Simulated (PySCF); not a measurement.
## Excitation energy of Ti by level of theory

Ti [Ar] 3d2 4s2 (3F) → Ti [Ar] 3d2 4s1 4p1 (high-spin determinant), as a difference of total energies. Calculation: PySCF 2.14, in def2-TZVPPD (6s6p4d2f1g, 67 functions); no relativity, point nucleus. Correlated levels: valence: [Ar] frozen. The calculations carry no spin-orbit coupling.

```tsv
method	excitation energy (eV)
UHF	0.984
MP2 (valence)	1.661
SCS-MP2 (valence)	1.898
CCSD (valence)	1.833
CCSD(T) (valence)	1.866
```

Task: How much does correlation contribute at CCSD(T) (valence)?

Result: 1.866 − (0.984) = 0.882 eV, measured against UHF.

A first-order spin-orbit estimate (lowest level to lowest level, LS coupling) adds -0.008 eV.

The determinant of the upper state mixes LS terms, which raises its energy above the lowest term, most at the Hartree-Fock and MP2 levels.
